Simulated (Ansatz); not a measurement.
Cost and result for the atomization energy of C2H7ClO2Si2, SMILES `C=C[Si](O)(Cl)O[SiH3]` (14 atoms, 13 bonds).

Cartesian coordinates in Å:
```
C 0.8447 -2.2124 -0.5190
C 0.9040 -1.5972 0.6582
Si 0.3429 0.1329 0.8969
O 1.5586 0.9818 1.5666
Cl -1.2715 0.2139 2.1844
O -0.1453 0.7593 -0.5153
Si -1.3637 1.5692 -1.2608
H 1.1775 -3.2378 -0.6506
H 0.4634 -1.7117 -1.4037
H 1.2956 -2.1385 1.5167
H 1.3513 1.8048 2.0119
H -2.6232 0.7884 -1.1846
H -0.9712 1.7523 -2.6787
H -1.5632 2.8951 -0.6219
```

Total charge 0; spin multiplicity 1. The structure was optimised at the PBE0-D4/def2-TZVP level. It is one conformer, not always the lowest. Program: Ansatz. All runs use 2 threads of an AMD EPYC 7R13 on a shared host and a share of an NVIDIA H100 80 GB. Times are those of one run each, without the atoms' runs, and a repeat can differ threefold. Electronic energies, without spin–orbit coupling; frozen cores. CCSD(T)/CBS adds CCSD(T) − MP2 in def2-TZVPP to the MP2 limit, and its time is that of the two runs behind it. T1 = 0.011. B3LYP takes the VWN-RPA correlation (the form of Gaussian; ORCA's B3LYP/G).

CCSD(T)/CBS is a level of theory with its own doubt, some kJ/mol a heavy atom from the limit and from the frozen cores, so smaller differences don't rank the functionals.

```csv
level,functions,wall time,atomization (kJ/mol),difference from CCSD(T)/CBS,per bond
PBE0-D4/def2-TZVPP,348,1.8 s,5462.7,-50.3,-3.9
PBE-D4/def2-TZVPP (with forces),348,2.3 s,5544.6,31.6,2.4
B3LYP-D4/def2-TZVPP (with forces),348,2.5 s,5474.6,-38.4,-2.9
B2PLYP/def2-TZVPP,348,2.6 s,5426.8,-86.2,-6.6
r2SCAN-D4/def2-TZVPP (with forces),348,2.8 s,5506.5,-6.5,-0.5
ωB97X-V/def2-TZVPP,348,3.1 s,5509.8,-3.2,-0.2
ωB97M-V/def2-TZVPP (with forces),348,3.4 s,5514.4,1.4,0.1
MP2/def2-QZVPP,648,4.6 s,5567.3,54.3,4.2
CCSD(T)/def2-TZVPP,348,7.5 s,5355.8,-157.2,-12.1
CCSD(T)/CBS(def2),–,12 s,5513.0,0.0,0.0
```

From PBE to PBE0 (25 % exact exchange), in def2-TZVPP and without D4, the atomization energy moves by −76.3 kJ/mol: exact exchange takes away binding that semilocal exchange gives to molecules. The D4 term adds +65.2 kJ/mol with B3LYP and +35.0 kJ/mol with PBE0; it sums over pairs of atoms, weighted by their polarisabilities, and B3LYP, whose exchange is more repulsive, gets the larger term. In def2-TZVPP, CCSD(T) changes the Hartree–Fock value by +1279.4 kJ/mol (the triples alone add +80.4 kJ/mol) and MP2 by +1396.5 kJ/mol; breaking electron pairs costs correlation energy, which Hartree–Fock lacks.
